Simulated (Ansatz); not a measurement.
Stepwise reaction of `[F][Al]([Br])[Br]` with methanol, as a gas-phase model of exchange steps in deposition or etching. ΔE in kJ/mol.

Calculated with Ansatz (gas phase, PBE0-D4/def2-TZVP geometries, no zero-point term in ΔE). CCSD(T)/CBS is the MP2 limit (def2-TZVPP, def2-QZVPP) plus CCSD(T) − MP2 in def2-TZVPP, frozen cores. This one scheme is used for every species. Functionals use def2-TZVPP. B3LYP here is the variant with VWN-RPA as its local correlation; programs differ in this. For Br outer-core shells are correlated without core-valence functions, which leaves a few kJ/mol of doubt a bond. Scalar relativity is left out up to krypton. One conformer a species, not always the lowest.

| step | reaction | PBE-D4 | B3LYP-D4 | ωB97M-V | CCSD(T)/CBS |
| --- | --- | --- | --- | --- | --- |
| 1 | `[F][Al]([Br])[Br]` + CH₃OH → `C[O][Al]([F])[Br]` + HBr | 25.0 | 16.7 | 21.4 | 23.8 |
| 2 | `C[O][Al]([F])[Br]` + CH₃OH → `C[O][Al]([F])[O]C` + HBr | 37.3 | 28.7 | 35.0 | 36.6 |

Question: By hand: ΔE of the 2 steps together at CCSD(T)/CBS.

Answer: (23.8) + (36.6) = 60.4 kJ/mol, or 30.2 kJ/mol a step.

In ΔE each step is higher than the one before. All are uphill at CCSD(T)/CBS. PBE-D4 differs from CCSD(T)/CBS by 0.7 to 1.2 kJ/mol a step. Isolated molecules leave out the surface, adducts and barriers. Largest T1 diagnostic: 0.012.
